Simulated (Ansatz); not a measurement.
Os3, relaxed as a triplet with UKS PBE0-D4/def2-TZVP in Ansatz, starting from the PBE0-D4/def2-TZVP geometry of the neutral singlet. Force threshold 0.02 eV/Å.

In the def2 sets Os takes a core potential; there is no spin–orbit coupling. The charge 0 triplet is spin-contaminated (final ⟨S²⟩ up to 4.03, 2.00 for a pure state). The relaxation made no stability test and no search for a lower SCF solution. At PBE0-D4/def2-TZVP a quintet of charge 0 lies 0.12 eV below the triplet, each at its own geometry. That quintet is doubtful there (⟨S²⟩ 6.79, where a pure state has 6.00). The structure comes from a short search, and lower isomers may exist.

Start:

Cartesian coordinates in Å:
```
Os -0.2119 0.1407 1.2899
Os 0.5550 0.9752 -0.6853
Os -0.3432 -1.1159 -0.6047
```

```json
{"step": "1", "energy (eV)": "-7397.3834", "largest force component (eV/Å)": "2.311", "SCF passes": "183"}
{"step": "2", "energy (eV)": "-7397.6000", "largest force component (eV/Å)": "1.207", "SCF passes": "153"}
{"step": "3 (rejected)", "energy (eV)": "-7397.4151", "largest force component (eV/Å)": "1.675", "SCF passes": "120"}
{"step": "4", "energy (eV)": "-7397.6683", "largest force component (eV/Å)": "0.278", "SCF passes": "94"}
{"step": "5", "energy (eV)": "-7397.6719", "largest force component (eV/Å)": "0.086", "SCF passes": "76"}
{"step": "6", "energy (eV)": "-7397.6732", "largest force component (eV/Å)": "0.091", "SCF passes": "94"}
{"step": "7", "energy (eV)": "-7397.6742", "largest force component (eV/Å)": "0.026", "SCF passes": "86"}
{"step": "8", "energy (eV)": "-7397.6743", "largest force component (eV/Å)": "0.003", "SCF passes": "79"}
```

Force components are those of the run's own axes.

End:

```
atom   x (Å)   y (Å)   z (Å)
 Os1  -0.238   0.082   1.299
 Os2   0.610   1.076  -0.745
 Os3  -0.372  -1.158  -0.554
```

By distances, no bond broke or formed. The bond that changes most is Os2–Os3, from 2.28 to 2.45 Å (atoms count from 1).

No frequencies were taken in this run, so the end may be a saddle point.

It took 15 s on 4 threads of AMD EPYC 9R45 on a shared host.
